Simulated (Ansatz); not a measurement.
Reaction (substitution at a C–Si bond): `OC(F)[SiH2]Br` + `[SiH3]S` → `OC(F)S[SiH3]` + `[SiH3]Br`

Calculated with Ansatz (gas phase, PBE0-D4/def2-TZVP geometries, no zero-point term in ΔE). CCSD(T)/CBS adds triple-zeta CCSD(T) − MP2 to the extrapolated MP2 energy (def2 sets, frozen cores). Functionals use def2-TZVPP. B3LYP here is the variant with VWN-RPA as its local correlation; programs differ in this. For Br outer-core shells are correlated without core-valence functions, which leaves a few kJ/mol of doubt a bond. Scalar relativity is left out up to krypton. Each species was taken in one conformer, which may not be the lowest.

```
             level  ΔE (kcal/mol)
         r2SCAN-D4            2.3
           ωB97M-V            3.3
            B2PLYP            3.4
               PBE            2.7
              PBE0            2.9
             B3LYP            3.9
     HF/def2-TZVPP            4.0
SCS-MP2/def2-TZVPP            3.0
```

Task: What does CCSD(T)/CBS give? (An estimate is asked.)

Result: Computed: +3.3 kcal/mol. The listed levels differ from it by -1.0, 0.0, 0.1, -0.6, -0.4, 0.6, 0.7, -0.3 kcal/mol.

Largest T1 diagnostic among the species: 0.012.

In def2-TZVPP, CCSD(T) changes the Hartree–Fock value by −0.8 kcal/mol (the triples alone add −0.6 kcal/mol) and MP2 by −1.3 kcal/mol.
